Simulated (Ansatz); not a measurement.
Molecular dynamics, step by step

AgSbH₃ (charge +1), closed shell, r2SCAN-D4/def2-SVP (Ansatz 0.2.0). Settings (timestep in fs, temperature in K; T counts 9 degrees of freedom):

```yaml
hamiltonian: {xc: r2scan, dispersion: d4}
md: {n_steps: 60, timestep: 0.5, temperature: 300, ensemble: nve, seed: 83, initial_velocities: maxwell_boltzmann}
```

Start:

```
5
angstrom
Ag -0.0185 0.5324 -2.4992
Sb 0.0006 -0.0172 0.0809
H -1.2253 -1.0164 0.6352
H -0.1247 1.2924 1.1190
H 1.3678 -0.7913 0.6641
```

```tsv
step	time (fs)	potential energy less the start (meV)	kinetic energy (meV)	T (K)
0	0.00	0.0	116.3	300
4	2.00	34.1	82.6	213
8	4.00	65.5	51.4	133
12	6.00	43.3	73.3	189
16	8.00	29.3	87.2	225
20	10.00	60.5	56.2	145
24	12.00	88.2	28.7	74
28	14.00	60.1	56.6	146
32	16.00	29.7	86.6	223
36	18.00	60.3	56.4	145
40	20.00	88.2	28.7	74
44	22.00	61.9	54.7	141
48	24.00	45.4	71.0	183
52	26.00	77.4	39.3	101
56	28.00	107.9	9.0	23
60	30.00	81.6	35.1	90
```

Step 20, positions (Å) and forces (eV/Å):

```json
{"atom": "Ag1", "x": "-0.018", "y": "0.536", "z": "-2.506", "Fx": "-0.042", "Fy": "-0.084", "Fz": "0.085"}
{"atom": "Sb2", "x": "0.000", "y": "-0.022", "z": "0.087", "Fx": "-0.458", "Fy": "-0.583", "Fz": "-0.046"}
{"atom": "H3", "x": "-1.296", "y": "-0.942", "z": "0.798", "Fx": "0.713", "Fy": "0.274", "Fz": "-0.380"}
{"atom": "H4", "x": "-0.156", "y": "1.361", "z": "0.993", "Fx": "0.103", "Fy": "0.330", "Fz": "0.282"}
{"atom": "H5", "x": "1.450", "y": "-0.718", "z": "0.639", "Fx": "-0.316", "Fy": "0.062", "Fz": "0.059"}
```

Step 36, positions (Å) and forces (eV/Å):

| atom | x | y | z | Fx | Fy | Fz |
| --- | --- | --- | --- | --- | --- | --- |
| Ag1 | -0.018 | 0.538 | -2.511 | -0.040 | -0.130 | 0.134 |
| Sb2 | -0.001 | -0.025 | 0.091 | 0.405 | 1.296 | -0.459 |
| H3 | -1.172 | -0.893 | 0.825 | -0.626 | -0.540 | 0.344 |
| H4 | -0.103 | 1.462 | 0.949 | 0.058 | -0.480 | -0.163 |
| H5 | 1.417 | -0.665 | 0.686 | 0.204 | -0.146 | 0.144 |

Step 48, positions (Å) and forces (eV/Å):

```json
{"atom": "Ag1", "x": "-0.018", "y": "0.539", "z": "-2.514", "Fx": "-0.033", "Fy": "-0.155", "Fz": "0.138"}
{"atom": "Sb2", "x": "-0.002", "y": "-0.026", "z": "0.093", "Fx": "0.106", "Fy": "0.261", "Fz": "0.231"}
{"atom": "H3", "x": "-1.174", "y": "-0.966", "z": "0.892", "Fx": "0.123", "Fy": "0.211", "Fz": "-0.201"}
{"atom": "H4", "x": "-0.049", "y": "1.465", "z": "0.923", "Fx": "-0.096", "Fy": "-0.327", "Fz": "-0.031"}
{"atom": "H5", "x": "1.419", "y": "-0.662", "z": "0.762", "Fx": "-0.100", "Fy": "0.010", "Fz": "-0.137"}
```

Last step (60):

| atom | x (Å) | y (Å) | z (Å) |
| --- | --- | --- | --- |
| Ag1 | -0.0177 | 0.5391 | -2.5169 |
| Sb2 | -0.0017 | -0.0253 | 0.0949 |
| H3 | -1.1695 | -0.9968 | 0.9119 |
| H4 | -0.0246 | 1.3993 | 0.9081 |
| H5 | 1.4018 | -0.6624 | 0.7971 |

Hardware: 4 CPU threads of an AMD EPYC 7R43, shared host. Wall time about 65 s.
